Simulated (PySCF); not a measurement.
Calculation: B3LYP-D3(BJ)/def2-TZVP // TPSS-D3(BJ)/def2-SVP (PySCF). Isolated molecules, 0 K electronic values unless said otherwise. One relaxed conformer stands for a flexible species; it need not be the lowest. B3LYP has the VWN-RPA correlation part, as in Gaussian. 

Reference species: [Cd(OH)(Cl)] (neutral, multiplicity 1).

* **coordination number**: 2
* **LUMO**: -2.31 eV
* **charge on the central atom (Mulliken)**: 0.84 e

After one change: the coordination number is nearly the same; the LUMO goes up by 0.90 eV; the charge on the central atom (Mulliken) drops by 0.03 e.

Question: Name the change that produced these shifts. The new species is one of these.
A. [Cd(OH)2]
B. [Cd(OH)(CH3)]
C. [Cd(OH)(OCH3)]
D. [Cd(OH)(NH2)]

Answer: D, [Cd(OH)(NH2)]
